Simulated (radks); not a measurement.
Results of a calculation; reference values are marked as such.
Sb25+, 26 electrons, occupied as [Ar] 3d8. Code: a radial shooting solver on a logarithmic mesh with Libxc functionals. Model: scalar-relativistic Kohn-Sham, BLYP, spin-polarised, spherical densities, point nucleus; open shells are filled with parallel spins first (spin-orbit coupling, left out, can overturn this in heavy ions).

Normalised radial functions P(r) = r R(r), r in bohr:

r,3s down,3p up,3p down
0.0009808,0.1308,0.0025,0.0025
0.001097,0.1442,0.0030,0.0030
0.001227,0.1588,0.0037,0.0037
0.001362,0.1736,0.0044,0.0044
0.001523,0.1910,0.0054,0.0054
0.001703,0.2098,0.0066,0.0066
0.001905,0.2302,0.0080,0.0080
0.002131,0.2522,0.0097,0.0097
0.002384,0.2760,0.0119,0.0118
0.002645,0.2995,0.0143,0.0142
0.002958,0.3266,0.0174,0.0173
0.003309,0.3552,0.0212,0.0211
0.003701,0.3855,0.0258,0.0257
0.00414,0.4171,0.0314,0.0313
0.00463,0.4499,0.0381,0.0380
0.005138,0.4811,0.0457,0.0456
0.005747,0.5151,0.0555,0.0554
0.006428,0.5489,0.0673,0.0672
0.00719,0.5817,0.0815,0.0813
0.008042,0.6126,0.0985,0.0983
0.008995,0.6404,0.1189,0.1186
0.009981,0.6623,0.1412,0.1409
0.01116,0.6801,0.1695,0.1691
0.01249,0.6901,0.2028,0.2023
0.01397,0.6902,0.2418,0.2412
0.01562,0.6780,0.2870,0.2863
0.01733,0.6536,0.3350,0.3342
0.01939,0.6109,0.3937,0.3928
0.02169,0.5489,0.4598,0.4587
0.02426,0.4655,0.5332,0.5319
0.02713,0.3592,0.6131,0.6116
0.03035,0.2294,0.6985,0.6968
0.03367,0.0886,0.7808,0.7789
0.03766,-0.0828,0.8699,0.8678
0.04212,-0.2701,0.9554,0.9530
0.04712,-0.4664,1.0319,1.0292
0.0527,-0.6620,1.0925,1.0897
0.05895,-0.8442,1.1293,1.1263
0.06541,-0.9882,1.1344,1.1313
0.07316,-1.1004,1.0997,1.0965
0.08183,-1.1512,1.0146,1.0115
0.09153,-1.1245,0.8720,0.8691
0.1024,-1.0080,0.6674,0.6648
0.1136,-0.8140,0.4219,0.4198
0.1271,-0.5147,0.1034,0.1019
0.1421,-0.1344,-0.2592,-0.2598
0.159,0.3029,-0.6460,-0.6457
0.1778,0.7627,-1.0312,-1.0299
0.1989,1.2032,-1.3844,-1.3823
0.2207,1.5566,-1.6566,-1.6540
0.2468,1.8397,-1.8633,-1.8608
0.2761,1.9934,-1.9613,-1.9593
0.3088,2.0057,-1.9428,-1.9418
0.3454,1.8841,-1.8147,-1.8148
0.3863,1.6547,-1.5974,-1.5987
0.4286,1.3796,-1.3428,-1.3451
0.4794,1.0587,-1.0459,-1.0489
0.5363,0.7529,-0.7594,-0.7626
0.5998,0.4932,-0.5108,-0.5137
0.6709,0.2954,-0.3160,-0.3184
0.7504,0.1605,-0.1783,-0.1800
0.8327,0.0828,-0.0959,-0.0970
0.9314,0.0363,-0.0443,-0.0449
1.042,0.0140,-0.0181,-0.0184

3s down: eigenvalue -1704.6 eV, 2 radial nodes at r = 0.0357, 0.147 bohr, <r> = 0.321 bohr, 90 % of the charge inside 0.469 bohr. 3p up: eigenvalue -1558.1 eV, 1 radial node at r = 0.131 bohr, <r> = 0.316 bohr, 90 % of the charge inside 0.471 bohr. 3p down: eigenvalue -1552.1 eV, 1 radial node at r = 0.131 bohr, <r> = 0.316 bohr, 90 % of the charge inside 0.472 bohr.
